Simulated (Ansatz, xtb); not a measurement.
**H4InNS2: which of two isomers lies lower**

Structure I is `N[S][InH][SH]`, a singlet and structure II is `[NH2][In]([SH])[SH]`, a singlet. Both are isolated molecules in the gas phase, relaxed with PBE0-D4/def2-SVP; the shapes shown needn't be the lowest conformers.

I (Å):

```
atom    x (Å)    y (Å)    z (Å)
  In  -2.3514   0.1088   1.9294
   N  -3.8057  -0.7791  -0.6913
   S  -2.2559   0.0029  -0.4763
   S  -0.4100   1.1382   2.9253
   H  -4.3880  -0.1860  -1.2808
   H  -3.6589  -1.6568  -1.1877
   H  -3.6790  -0.4938   2.8322
   H  -0.8811   0.9849   4.1830
```

II (Å):

```yaml
atoms:
  - { symbol: In, position_ang: [-0.7356, -0.6802, 0.2694] }
  - { symbol: N, position_ang: [-0.0559, -2.4510, 0.9930] }
  - { symbol: S, position_ang: [-2.7157, -0.5701, -1.0822] }
  - { symbol: S, position_ang: [0.5219, 1.3433, 0.5591] }
  - { symbol: H, position_ang: [-0.7537, -3.1742, 1.1480] }
  - { symbol: H, position_ang: [0.5485, -2.4041, 1.8094] }
  - { symbol: H, position_ang: [-2.9510, -1.8973, -0.9757] }
  - { symbol: H, position_ang: [1.4902, 0.7262, 1.2730] }
```

Quicker runs give these differences E(II) − E(I): GFN2-xTB −16.5 kcal/mol; HF/STO-3G −26.0 kcal/mol (at GFN2-xTB geometries); r2SCAN-D4/def2-SVP −26.1 kcal/mol (at GFN2-xTB geometries).

Problem. Estimate E(II) − E(I) at the level CCSD(T)/def2-SVP + ΔMP2/def2-TZVPP.

Solution. Calculated at CCSD(T)/def2-SVP + ΔMP2/def2-TZVPP: E(II) − E(I) = −30.0 kcal/mol, so structure II lies lower.

Level by level:

```tsv
level	geometry	E(II) − E(I) (kcal/mol)	departure from the last row (kcal/mol)	job, with rough time for the two
GFN2-xTB	GFN2-xTB	−16.5	+13.4	optimisation, 0.31 s
HF/STO-3G	GFN2-xTB	−26.0	+3.9	single point, 0.5 s
r2SCAN-D4/def2-SVP	GFN2-xTB	−26.1	+3.8	single point, 1.4 s
PBE0-D4/def2-SVP	PBE0-D4/def2-SVP	−25.1	+4.8	optimisation, 14 s
HF/def2-SVP	PBE0-D4/def2-SVP	−27.8	+2.1	part of the CCSD(T) run
MP2/def2-SVP	PBE0-D4/def2-SVP	−31.1	−1.1	part of the CCSD(T) run
CCSD(T)/def2-SVP	PBE0-D4/def2-SVP	−28.9	+1.1	single point
CCSD(T)/def2-SVP + ΔMP2/def2-TZVPP	PBE0-D4/def2-SVP	−30.0		single point, 9 s
```

As drawn, II has 1 In–N, 1 S–H in place of 1 N–S, 1 In–H.

The levels shown agree on the order. The largest departure from CCSD(T)/def2-SVP + ΔMP2/def2-TZVPP is that of GFN2-xTB, 13.4 kcal/mol. The last row adds to CCSD(T) the change of the MP2 difference between the two basis sets, here −1.1 kcal/mol.

With harmonic frequencies from PBE0-D4/def2-SVP (ideal gas, rigid rotor, one conformer each, 298.15 K, 1 atm): on the last row, ΔE + ΔZPE = −30.1, ΔH = −29.7, ΔG = −30.4 kcal/mol.

The correlated steps freeze 15 core orbitals; the filled d shell of In is correlated, in a basis made for valence electrons. Atoms past krypton carry core potentials in the def2 sets, other sets are all-electron and non-relativistic, and no spin–orbit term is included. Programs: Ansatz 0.2.0, xtb 6.7.1; the last row on 2 threads of AMD EPYC 9B45 (Zen 5) on a shared host.
